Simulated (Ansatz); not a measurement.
## A geometry optimisation of Ga2H6S2 with PBE0-D4/def2-SVP

The starting geometry of this gas-phase singlet was optimised with GFN2-xTB.

```xyz
10

Ga   -2.2092    0.0640    0.6628
Ga   -0.9017   -1.7592   -1.2720
S    -2.6065    1.9205   -0.4559
S     0.0255   -0.7394    0.7061
H    -2.0072    1.4050   -1.5349
H    -2.9739   -0.5702    1.8689
H    -0.3110   -1.7734    1.4809
H    -0.5106   -0.8143   -2.4403
H    -2.5220   -1.5134   -0.8919
H    -0.4686   -3.2380   -1.2024
```

Problem. Where would you expect an optimisation with PBE0-D4/def2-SVP to take it?

Solution. A new bond forms, giving a structure with H9 bridging Ga2 and Ga1, given below by its coordinates. Contacts that close: Ga1–H9 (2.24 → 1.75 Å).

The energy falls by 0.37 eV over 13 steps:

| step | E − E(last) (eV) |
| --- | --- |
| 1 | 0.369 |
| 2 | 0.121 |
| 4 | 0.019 |
| 5 | 0.010 |
| 6 | 0.004 |
| 8 | 0.001 |
| 9 | 0.000 |
| 10 | 0.000 |
| 12 | 0.000 |
| 13 | 0.000 |

Final geometry (Å):

```xyz
10

Ga   -2.3219   -0.1733    0.4841
Ga   -0.8431   -1.7986   -1.2725
S    -2.6768    1.8493   -0.3502
S     0.0469   -0.5955    0.6164
H    -1.8580    1.6701   -1.4108
H    -3.0636   -0.7617    1.7157
H    -0.0551   -1.6190    1.4944
H    -0.4857   -0.9508   -2.5294
H    -2.4617   -1.3111   -0.8331
H    -0.7662   -3.3277   -0.9930
```

The end wasn't checked by frequencies. Run with Ansatz 0.2.0, 49 s on 2 threads of Arm Neoverse V2, on a shared host.
